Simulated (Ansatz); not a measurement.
`CC[Si](F)(F)Cl`, relaxed with RKS PBE0-D4/def2-TZVP in Ansatz 0.2.0 from a PBE-D4/def2-SVP geometry. The force threshold is 0.005 eV/Å; the program also tests the step.

Charge 0, multiplicity 1.

Start:

```xyz
11

C    -0.156   -1.071    0.997
C     0.549   -0.408   -0.198
Si   -0.234    1.192   -0.721
F    -0.239    2.264    0.503
F    -1.794    0.968   -1.128
Cl    0.725    2.057   -2.323
H    -1.216   -1.299    0.763
H     0.339   -2.021    1.278
H    -0.147   -0.410    1.887
H     0.557   -1.077   -1.086
H     1.616   -0.194    0.029
```

```json
{"step": "1", "energy (eV)": "-27984.1829", "largest force (eV/Å)": "1.111", "largest move (Å)": "0.000"}
{"step": "2", "energy (eV)": "-27984.2604", "largest force (eV/Å)": "0.887", "largest move (Å)": "0.035"}
{"step": "3", "energy (eV)": "-27984.2847", "largest force (eV/Å)": "0.093", "largest move (Å)": "0.028"}
{"step": "4", "energy (eV)": "-27984.2852", "largest force (eV/Å)": "0.017", "largest move (Å)": "0.005"}
{"step": "5", "energy (eV)": "-27984.2852", "largest force (eV/Å)": "0.008", "largest move (Å)": "0.002"}
{"step": "6", "energy (eV)": "-27984.2852", "largest force (eV/Å)": "0.004", "largest move (Å)": "0.001"}
```

End:

```xyz
11

C    -0.157   -1.062    0.991
C     0.541   -0.400   -0.198
Si   -0.236    1.185   -0.715
F    -0.238    2.231    0.474
F    -1.752    0.970   -1.116
Cl    0.710    2.040   -2.294
H    -1.200   -1.294    0.763
H     0.339   -1.997    1.260
H    -0.146   -0.416    1.871
H     0.547   -1.064   -1.068
H     1.592   -0.193    0.031
```

It took 33 s on 4 threads of a server CPU on a shared host, with 0.69 GiB of host memory at the peak.
